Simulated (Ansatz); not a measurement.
The cluster CdF2⁺, relaxed as a quartet with UKS PBE-D4/def2-TZVP in Ansatz, starting from the PBE-D4/def2-TZVP geometry of the charge +1 doublet. Force threshold 0.02 eV/Å.

In the def2 sets Cd takes a core potential; there is no spin–orbit coupling. In the quartet geometry the species has come apart into loosely held pieces. At PBE-D4/def2-TZVP a doublet of charge 1 lies 3.79 eV below the quartet, each at its own geometry. The structure comes from a short search, and lower isomers may exist.

Start:

Cartesian coordinates in Å:
```
Cd 0.000 -0.001 -0.001
F 0.113 -1.474 1.332
F -0.113 1.474 -1.331
```

| step | energy (eV) | largest force component (eV/Å) | SCF passes |
| --- | --- | --- | --- |
| 1 | -9979.5588 | 3.322 | 348 |
| 2 | -9980.5644 | 1.742 | 255 |
| 3 | -9981.0983 | 0.766 | 207 |
| 4 | -9981.3100 | 0.231 | 194 |
| 5 | -9981.3454 | 0.077 | 199 |
| 6 | -9981.3519 | 0.004 | 229 |

Force components are those of the run's own axes.

End:

```xyz
3

Cd   -0.002   -0.004   -0.004
F     0.157   -2.031    1.838
F    -0.155    2.035   -1.834
```

Bonds lost: Cd1–F2, Cd1–F3 (atoms count from 1). The end holds 3 separate pieces.

No frequencies were taken in this run, so the end may be a saddle point.

Run time 59 s (4 threads of Arm Neoverse V2 on a shared host).
